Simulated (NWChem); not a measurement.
A series in which one site is exchanged, each optimised at PBE0/def2-SVP with NWChem, gas phase unless a solvent is named. For some, no frequency run checked for a minimum. def2 effective core potentials on Zr, Hf; no spin-orbit coupling.

A: [Hf](=[O])([F])[F] (HfOF2; site = Hf)
B: [O]=[Zr]([F])[F] (ZrOF₂; site = Zr)
C: FS(=O)F (SOF$_{2}$; site = S)
D: [O]=[Ti]([F])[F] (TiOF2; site = Ti)

### Question
Rank them by dipole (D), PBE0/def2-SVP, lowest first.

### Answer
C (1.85), D (2.26), B (4.11), A (5.48)
